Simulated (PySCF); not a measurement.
Molfile (atoms numbered from 1):
```
C7H12P
     RDKit          3D

 20 20  0  0  0  0  0  0  0  0999 V2000
    2.7383   -0.0969   -1.0925 C   0  0  0  0  0  0  0  0  0  0  0  0
    1.6852    0.6138   -0.6596 C   0  0  0  0  0  0  0  0  0  0  0  0
    0.4439    0.0316   -0.1771 C   0  0  0  0  0  0  0  0  0  0  0  0
   -0.5988    0.7921    0.2764 C   0  0  0  0  0  0  0  0  0  0  0  0
   -0.7210    2.2752    0.3946 C   0  0  0  0  0  0  0  0  0  0  0  0
   -1.8928   -0.3011    0.8011 P   0  0  0  0  0  0  0  0  0  0  0  0
   -1.1591   -1.8565    0.2338 C   0  0  0  0  0  0  0  0  0  0  0  0
    0.2870   -1.4700   -0.1260 C   0  0  0  0  0  0  0  0  0  0  0  0
    2.7472   -1.1896   -1.1194 H   0  0  0  0  0  0  0  0  0  0  0  0
    3.6450    0.4057   -1.4368 H   0  0  0  0  0  0  0  0  0  0  0  0
    1.7545    1.7039   -0.6548 H   0  0  0  0  0  0  0  0  0  0  0  0
   -1.6567    2.6416   -0.0556 H   0  0  0  0  0  0  0  0  0  0  0  0
    0.1072    2.7860   -0.1113 H   0  0  0  0  0  0  0  0  0  0  0  0
   -0.7145    2.5962    1.4493 H   0  0  0  0  0  0  0  0  0  0  0  0
   -2.1578   -0.2742    2.1918 H   0  0  0  0  0  0  0  0  0  0  0  0
   -3.1565   -0.0337    0.2259 H   0  0  0  0  0  0  0  0  0  0  0  0
   -1.7286   -2.1986   -0.6433 H   0  0  0  0  0  0  0  0  0  0  0  0
   -1.2310   -2.6388    1.0022 H   0  0  0  0  0  0  0  0  0  0  0  0
    0.9926   -1.8748    0.6174 H   0  0  0  0  0  0  0  0  0  0  0  0
    0.5662   -1.9175   -1.0912 H   0  0  0  0  0  0  0  0  0  0  0  0
  1  2  2  0
  2  3  1  0
  3  4  2  0
  4  5  1  0
  4  6  1  0
  6  7  1  0
  7  8  1  0
  8  3  1  0
  1  9  1  0
  1 10  1  0
  2 11  1  0
  5 12  1  0
  5 13  1  0
  5 14  1  0
  6 15  1  0
  6 16  1  0
  7 17  1  0
  7 18  1  0
  8 19  1  0
  8 20  1  0
M  CHG  1   6   1
M  END
```

Geometry: PBE0-D3(BJ)/def2-SVP; GIAO absolute shieldings from PySCF, gas phase, non-relativistic, averaged over equivalent atoms.

At PBE0/pcSseg-1 (203 basis functions, 30 s wall time on 1 thread of an Arm Neoverse V2, shared host):
```csv
atoms,σ (ppm)
C3,10.3
C1,38.3
C2,50.4
C4,76.9
C8,149.7
C5,171.2
C7,173.6
P6,337.6
H11,24.04
H10,24.43
H15/H16,24.56
H9,24.75
H19/H20,27.86
H17/H18,28.56
H12/H13/H14,28.89
```

Estimate the result of repeating the calculation with WP04/pcSseg-1.

Results:


```csv
atoms,σ at WP04/pcSseg-1,change
C3,-1.7,-12.0
C1,28.5,-9.8
C2,39.1,-11.3
C4,63.4,-13.5
C8,135.6,-14.1
C5,157.1,-14.1
C7,157.6,-16.0
P6,302.6,-35.0
H11,24.73,+0.69
H10,25.06,+0.63
H15/H16,25.25,+0.69
H9,25.37,+0.62
H19/H20,28.24,+0.38
H17/H18,28.89,+0.33
H12/H13/H14,29.22,+0.33
```

The largest change is at P6 (phosphorus bonded to 2 C, 2 H, in a 5-membered ring). Cost: 203 basis functions, 31 s wall time on 1 thread of an Arm Neoverse V2, shared host. The order of the carbon signals is the same at both levels.
